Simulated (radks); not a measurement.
Fractional charge and spin in the 3p shell of gallium: the spin-up occupation runs from 2 to 3 and the spin-down occupation from 2 to 3; the fullest corner is Ga3+, [Ne] 3s2 3d10 3p(up 3, down 3). All-electron calculation, non-relativistic Kohn-Sham, LDA (Slater exchange, Perdew-Wang correlation), spin-polarised, spherical densities, point nucleus. Program: a radial shooting solver on a logarithmic mesh with Libxc functionals. Energy (eV) minus the two flat planes that join the four corners (they meet along the diagonal where the two added fractions sum to one electron); zero is where a piecewise linear energy would lie.

down \ up       2    2.25     2.5    2.75       3
2           0.000  -2.459  -3.262  -2.434   0.000
2.25       -2.459  -3.166  -2.243   0.283  -2.284
2.5        -3.262  -2.243   0.378  -2.096  -3.024
2.75       -2.434   0.283  -2.096  -2.932  -2.252
3           0.000  -2.284  -3.024  -2.252   0.000

Corners above the fullest one (they belong to Ga4+ and the next ion): (up 3, down 2) 142.95 eV, (up 2, down 3) 142.95 eV, (up 2, down 2) 312.59 eV. With half an added electron in each spin the energy lies 0.378 eV from the planes, and with half an added electron in spin up alone -3.262 eV. The planes are only a guide here: the flat-plane condition holds for ground states with one frontier orbital, while this shell lies below other occupied shells, so the corners above the fullest one are inner-hole states and not the ground states of those ions.
